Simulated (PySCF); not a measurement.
Work out the structure from these simulated measurements.

Formula: C2H3Cl3Si.

| Quantity | Value |
| --- | --- |
| 1H NMR | chemical shifts (computed TMS as zero) by class: 6.58 (1 H), 6.54 (1 H), 6.42 (1 H) ppm [GIAO B97-2/pcSseg-2] |
| Rotational structure | rotational constants A, B, C: 1.438, 1.238, 1.161 GHz [PBE0-D3(BJ)/def2-TZVP] |
| 13C NMR | chemical shifts (computed TMS as zero) by class: 146.9 (1 C), 140.6 (1 C) ppm [GIAO B97-2/pcSseg-2] |
| Dipole | 2.33 D [B97-2/pcSseg-2] |
| NMR, other nuclei | isotropic shieldings of nuclei other than C and H, by class: 336 (1 Si), 828 (3 Cl) ppm [GIAO B97-2/pcSseg-2] |

The electronic properties come from PySCF, for the isolated species, density fitting. Levels stand in brackets. Isolated species at its PBE0-D3(BJ)/def2-TZVP geometry, gas phase. NMR classes are plain means over equivalent atoms (diastereotopic ones count apart unless rotation or inversion swaps them), as if these changed places fast.

Q: Propose a structure and show how it fits.

A: Numbering: `[CH2:1]=[CH:2][Si:3]([Cl:4])([Cl:5])[Cl:6]`. Its formula, C2H3Cl3Si, gives 1 degree of unsaturation: 0 rings and 1 π bond in the structure found. 2 carbons fall into 2 classes; from least to most shielded: terminal =CH2 carbon [C1] (146.9 ppm), alkene CH carbon [C2] (140.6 ppm). Hydrogen classes from least to most shielded: 1 H on a terminal =CH2 carbon, C1 (6.58 ppm), 1 H on a terminal =CH2 carbon, C1 (6.54 ppm), 1 H on an alkene CH carbon, C2 (6.42 ppm). The other shieldings belong to: 336 ppm, chlorine-bound silicon [Si3]; 828 ppm, silicon-bound chlorine [Cl4/Cl5/Cl6]. By its constants the optimised geometry is an asymmetric top. Structure: `C=C[Si](Cl)(Cl)Cl`. The assignments are read from this structure; whether some other isomer fits the data as well wasn't checked.

The values belong to the conformer `[CH2:1]=[CH:2][Si:3]([Cl:4])([Cl:5])[Cl:6]`: C1–C2–Si3–Cl4 -3°.
